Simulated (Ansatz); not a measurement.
Species: KO, net charge 0, doublet state. SMILES: [O][K]
Geometry: optimised at B3LYP-D3(BJ)/def2-TZVP (Ansatz, an electronic-structure program).

Wanted: vertical electron affinity to the triplet, in eV. Set-up: 6-31G* and kin with 6d, 5d where marked; 6-311+G** with 5d; open shells spin-unrestricted; non-relativistic; LANL2DZ with its own core potentials from Na on; no spin-orbit coupling; each state is the SCF solution reached for its charge and spin. Ab initio and DFT rows: single points at B3LYP-D3(BJ) geometries (Ansatz).

| level | program | vertical electron affinity to the triplet (eV) |
|---|---|---|
| B3LYP/STO-3G | Ansatz | -4.21 |
| B3LYP/3-21G | Ansatz | 0.41 |
| B3LYP/6-31G* | Ansatz | 0.37 |
| B3LYP/6-31G* with LANL2DZ past Ar | Ansatz | 0.37 |
| B3LYP/6-311+G** | Ansatz | 0.48 |
| B3LYP/def2-TZVPD | Ansatz | 0.43 |

No value to compare with is used here. The 5 habitual levels span -4.21 (B3LYP/STO-3G) to 0.48 eV (B3LYP/6-311+G**); B3LYP/def2-TZVPD gives 0.43.

The sets are all those run for this method; left out are runs that failed, that the program found above a lower state of the same kind, or whose <S^2> lies over 0.5 above the pure value.
